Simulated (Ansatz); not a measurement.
Program: Ansatz. Geometries: PBE0-D4/def2-TZVP. ΔE: electronic, gas phase. CCSD(T)/CBS is the MP2 limit (def2-TZVPP, def2-QZVPP) plus CCSD(T) − MP2 in def2-TZVPP, frozen cores. This one scheme is used for every species. Functionals use def2-TZVPP. B3LYP here is the variant with VWN-RPA as its local correlation; programs differ in this. For Ge outer-core shells are correlated without core-valence functions, which leaves a few kJ/mol of doubt a bond. Scalar relativity is left out up to krypton. One conformer a species, not always the lowest.

Reaction (formal exchange of groups at a C–O bond): `N=[C](O)[GeH2][OH]` + CH₄ → `C[C](=N)[GeH2][OH]` + H₂O

```tsv
level	ΔE (kcal/mol)	difference from CCSD(T)/CBS
PBE-D4	5.9	4.1
r2SCAN-D4	6.5	4.7
PBE0-D4	5.0	3.2
B3LYP-D4	5.5	3.7
ωB97X-V	5.7	3.9
ωB97M-V	5.1	3.3
B2PLYP	5.5	3.7
PBE	6.7	4.9
r2SCAN	6.7	4.9
PBE0	5.6	3.8
B3LYP	6.7	4.9
HF/def2-TZVPP	6.4	4.6
MP2/def2-TZVPP	3.1	1.3
SCS-MP2/def2-TZVPP	3.6	1.8
CCSD/def2-TZVPP	3.3	1.5
CCSD(T)/def2-TZVPP	3.4	1.6
HF/def2-QZVPP	6.3	4.5
MP2/def2-QZVPP	2.1	0.3
SCS-MP2/def2-QZVPP	2.7	0.9
HF/CBS(def2)	6.2	4.4
MP2/CBS(def2)	1.5	-0.3
CCSD/CBS(def2)	1.7	-0.1
CCSD(T)/CBS	1.8	0
```

Largest T1 diagnostic among the species: 0.013.

The D4 term adds −1.2 kcal/mol with B3LYP and −0.6 kcal/mol with PBE0; it sums over pairs of atoms, weighted by their polarisabilities, and B3LYP, whose exchange is more repulsive, gets the larger term. In def2-TZVPP, CCSD(T) changes the Hartree–Fock value by −3.0 kcal/mol (the triples alone add +0.1 kcal/mol) and MP2 by −3.3 kcal/mol.
